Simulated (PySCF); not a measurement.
## Sr⁺ (strontium, charge +1): B3LYP calculation

Configuration: [Kr] 5s1, 2S determinant. All numbers are calculated (PySCF 2.14, a scalar-relativistic core potential, in def2-TZVP with the def2 core potential (28 electrons)).

```
Total energy                : -30.4918 hartree
One-electron energy         : -47.7650 hartree
Hartree (Coulomb) energy    : 21.3786 hartree
Exchange-correlation energy : -4.1054 hartree
⟨S²⟩                        : 0.7500
⟨L²⟩                        : 0.000
Sum of ⟨r⟩                  : 16.19 bohr
Sum of ⟨r²⟩                 : 38.28 bohr²
Time after the integrals    : 0.31 s of wall time on 1 thread of Neoverse-N1 (shared host)
```

| shell | electrons | mean orbital energy (eV) | rms radius, mean of both spins (bohr) |
| --- | --- | --- | --- |
| 4s α | 1 | -50.341 | 1.45 |
| 4s β | 1 | -50.204 | 1.45 |
| 4p α | 3 | -30.917 | 1.68 |
| 4p β | 3 | -30.808 | 1.68 |
| 5s α | 1 | -9.200 | 4.13 |

Energies and moments cover only the electrons outside the core potential.
